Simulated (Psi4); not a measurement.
C$_{2}$H$_{3}$O$_{2}$, charge -1, singlet, geometry from GFN2-xTB (a gas-phase anion, which may not be bound at this level); M06-L/def2-SVP (Psi4 1.11).

Input for Psi4:
```
memory 2 GB

molecule mol {
-1 1
  C     0.115006    0.052011   -0.053020
  O     0.262587    1.216662   -0.495616
  O    -1.208255   -0.243273    0.453609
  H    -1.686173    0.584178    0.317914
  C     0.980943   -0.979983    0.033437
  H     0.680039   -1.927420    0.448958
  H     1.995774   -0.876036   -0.313310
}

set basis def2-svp
set reference rks

energy('m06-l')
print_variables()
```

Question: What does Psi4 print? Leave out banner, timings and long lists.

Answer: 
```
   => Loading Basis Set <=

    Name: DEF2-SVP
    Role: ORBITAL
    Keyword: BASIS

         ---------------------------------------------------------
                                   SCF
               by Justin Turney, Rob Parrish, Andy Simmonett
                          and Daniel G. A. Smith
                              RKS Reference
         ---------------------------------------------------------

  ==> Geometry <==

    Molecular point group: c1
    Full point group: C1

    Geometry (in Angstrom), charge = -1, multiplicity = 1:

       Center              X                  Y                   Z               Mass
    ------------   -----------------  -----------------  -----------------  -----------------
         C            0.131563401158     0.014782682598    -0.045398273913    12.000000000000
         O            0.279144401158     1.179433682598    -0.487994273913    15.994914619570
         O           -1.191697598842    -0.280501317402     0.461230726087    15.994914619570
         H           -1.669615598842     0.546949682598     0.325535726087     1.007825032230
         C            0.997500401158    -1.017211317402     0.041058726087    12.000000000000
         H            0.696596401158    -1.964648317402     0.456579726087     1.007825032230
         H            2.012331401158    -0.913264317402    -0.305688273913     1.007825032230

  Running in c1 symmetry.

  Rotational constants: A =      0.38339  B =      0.35014  C =      0.18300 [cm^-1]
  Rotational constants: A =  11493.64994  B =  10496.78458  C =   5486.31121 [MHz]
  Nuclear repulsion =  112.519896412349169

  Charge       = -1
  Multiplicity = 1
  Electrons    = 32
  Nalpha       = 16
  Nbeta        = 16

  ==> Algorithm <==

  SCF Algorithm Type is DF.
  DIIS enabled.
  MOM disabled.
  Fractional occupation disabled.
  Guess Type is SAD.
  Energy threshold   = 1.00e-06
  Density threshold  = 1.00e-06
  Integral threshold = 1.00e-12

  ==> Primary Basis <==

  Basis Set: DEF2-SVP
    Blend: DEF2-SVP
    Number of shells: 33
    Number of basis functions: 71
    Number of Cartesian functions: 75
    Spherical Harmonics?: true
    Max angular momentum: 2

  ==> DFT Potential <==

   => LibXC <=

    Version 7.1.2
    S. Lehtola, C. Steigemann, M. J. T. Oliveira, and M. A. L. Marques,  SoftwareX 7, 1–5 (2018) (10.1016/j.softx.2017.11.002)

   => Composite Functional: M06-L <=

    M06-L Meta-GGA XC Functional

    Y. Zhao and D. G. Truhlar, J. Chem. Phys. 125, 194101, 2006

    Deriv               =              1
    GGA                 =           TRUE
    Meta                =           TRUE

    Exchange Hybrid     =          FALSE
    MP2 Hybrid          =          FALSE

   => Exchange Functionals <=

    1.0000   XC_MGGA_X_M06_L

   => Correlation Functionals <=

    1.0000   XC_MGGA_C_M06_L

   => LibXC Density Thresholds  <==

    XC_MGGA_C_M06_L:  1.00E-12
    XC_MGGA_X_M06_L:  1.00E-15

   => Molecular Quadrature <=

    Radial Scheme          =       TREUTLER
    Pruning Scheme         =           NONE
    Nuclear Scheme         =       TREUTLER

    Blocking Scheme        =         OCTREE
    BS radius alpha        =              1
    Pruning alpha          =              1
    Radial Points          =             75
    Spherical Points       =            302
    Total Points           =         151005
    Total Blocks           =           1191
    Max Points             =            256
    Max Functions          =             71
    Weights Tolerance      =       1.00E-15

   => Loading Basis Set <=

    Name: (DEF2-SVP AUX)
    Role: JKFIT
    Keyword: DF_BASIS_SCF

  ==> Integral Setup <==

  SCF_SUBTYPE=INCORE selected. In-core MEM_DF algorithm will be used.
  Using in-core AOs.

  ==> MemDFJK: Density-Fitted J/K Matrices <==

    J tasked:                   Yes
    K tasked:                    No
    wK tasked:                   No
    Algorithm:                 Core
    Schwarz Cutoff:           1E-12
    Mask sparsity (%):       0.2380
    Fitting Condition:        1E-10

   => Auxiliary Basis Set <=

  Basis Set: (DEF2-SVP AUX)
    Blend: DEF2-UNIVERSAL-JKFIT
    Number of shells: 118
    Number of basis functions: 358
    Number of Cartesian functions: 424
    Spherical Harmonics?: true
    Max angular momentum: 4

  Minimum eigenvalue in the overlap matrix is 2.5347256355E-03.
  Reciprocal condition number of the overlap matrix is 5.2404852679E-04.
    Using symmetric orthogonalization.

  ==> Pre-Iterations <==

  SCF Guess: Superposition of Atomic Densities via on-the-fly atomic UHF (no occupation information).

   -------------------------
    Irrep   Nso     Nmo
   -------------------------
     A         71      71
   -------------------------
    Total      71      71
   -------------------------

  ==> Iterations <==

                           Total Energy        Delta E     RMS |[F,P]|

   @DF-RKS iter SAD:  -227.65672342933203   -2.27657e+02   0.00000e+00
   @DF-RKS iter   1:  -227.85923055456769   -2.02507e-01   1.29174e-02 DIIS/ADIIS
   @DF-RKS iter   2:  -227.52084880543293    3.38382e-01   1.74238e-02 DIIS/ADIIS
   @DF-RKS iter   3:  -228.24069017150288   -7.19841e-01   3.28980e-03 DIIS/ADIIS
   @DF-RKS iter   4:  -228.25938548616782   -1.86953e-02   1.71574e-03 DIIS/ADIIS
   @DF-RKS iter   5:  -228.26572484106583   -6.33935e-03   1.71589e-04 DIIS/ADIIS
   @DF-RKS iter   6:  -228.26577556695131   -5.07259e-05   9.68228e-05 DIIS
   @DF-RKS iter   7:  -228.26579946943227   -2.39025e-05   2.75756e-05 DIIS
   @DF-RKS iter   8:  -228.26580111196668   -1.64253e-06   5.93997e-06 DIIS
   @DF-RKS iter   9:  -228.26580116253783   -5.05711e-08   3.42949e-06 DIIS
   @DF-RKS iter  10:  -228.26580118981786   -2.72800e-08   3.29280e-07 DIIS
  Energy and wave function converged.

  ==> Post-Iterations <==

   Electrons on quadrature grid:
      Ntotal   =   32.0000048411 ; deviation = 4.841e-06

    Orbital Energies [Eh]
    ---------------------

    Doubly Occupied:

[...]
      16A      0.068560

    Virtual:

[...]
      71A      4.076979

    Final Occupation by Irrep:
              A
    DOCC [    16 ]
    NA   [    16 ]
    NB   [    16 ]

  @DF-RKS Final Energy:  -228.26580118981786

   => Energetics <=

    Nuclear Repulsion Energy =            112.5198964123491692
    One-Electron Energy =                -542.5071717551272741
    Two-Electron Energy =                 231.1240739214501616
    DFT Exchange-Correlation Energy =     -29.4025997684899174
    Empirical Dispersion Energy =           0.0000000000000000
    VV10 Nonlocal Energy =                  0.0000000000000000
    Total Energy =                       -228.2658011898178643

Computation Completed

Properties will be evaluated at   0.000000,   0.000000,   0.000000 [a0]

Properties computed using the SCF density matrix

 Multipole Moments:

 ------------------------------------------------------------------------------------
     Multipole            Electronic (a.u.)      Nuclear  (a.u.)        Total (a.u.)
 ------------------------------------------------------------------------------------

 L = 1.  Multiply by 2.5417464519 to convert [e a0] to [Debye]
 Dipole X            :         -1.7649356            0.9699387           -0.7949969
 Dipole Y            :          2.3058216           -2.1808873            0.1249343
 Dipole Z            :         -0.2452756            0.4465073            0.2012317
 Magnitude           :                                                    0.8295317

 ------------------------------------------------------------------------------------

  Variable Map:
  ----------------------------------------------------------------------------
[...]
  Array Variable Map:
  ----------------------------------------------------------------------------
[...]
[...]
```
